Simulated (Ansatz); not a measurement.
Start from `FCI` and change one atom or group to get `F[CH2][GeH3]`.

Ansatz, PBE0-D4/def2-TZVP geometries, multiplicity 1. 

Elements past krypton have def2 core potentials. Scalar relativity is left out up to krypton.

```
                                                                                  property  `FCI`
                                                       LUMO energy (B3LYP/def2-TZVPP) / eV  -1.33
                                            size of the dipole moment (PBE/def2-TZVPP) / D   1.53
                                            zero-point energy (PBE0-D4/def2-TZVP) / kJ/mol   78.7
                                                     HOMO–LUMO gap (B3LYP/def2-TZVPP) / eV   6.01
                                                        LUMO energy (PBE0/def2-TZVPP) / eV  -1.06
ideal-gas entropy at 298 K and 1 bar (rigid rotor, harmonic PBE0-D4/def2-TZVP) / J/(mol·K)    284
```

**Question.** What does the change do to each property? (An estimate is asked.)

**Answer.** Ansatz gave: 
| property | `F[CH2][GeH3]` | shift |
| --- | --- | --- |
| LUMO energy (B3LYP/def2-TZVPP) / eV | 0.48 | 1.81 |
| size of the dipole moment (PBE/def2-TZVPP) / D | 1.40 | -0.13 |
| zero-point energy (PBE0-D4/def2-TZVP) / kJ/mol | 138.5 | 59.8 |
| HOMO–LUMO gap (B3LYP/def2-TZVPP) / eV | 8.77 | 2.76 |
| LUMO energy (PBE0/def2-TZVPP) / eV | 0.78 | 1.84 |
| ideal-gas entropy at 298 K and 1 bar (rigid rotor, harmonic PBE0-D4/def2-TZVP) / J/(mol·K) | 302 | 18 |

With PBE0 the HOMO falls by 0.92 eV and the LUMO rises by 1.84 eV, so the gap widens by about 2.76 eV. PBE moves the HOMO by -0.65 eV and ωB97M-V by -1.00 eV. The zero-point energy changes by 59.8 kJ/mol with +9 modes. Dipoles are sizes alone; their direction can turn.

B3LYP here is the variant with VWN-RPA as its local correlation; programs differ in this.

Spin–orbit coupling is left out; it splits and shifts lone-pair levels of the heavy atoms by tenths of an eV.
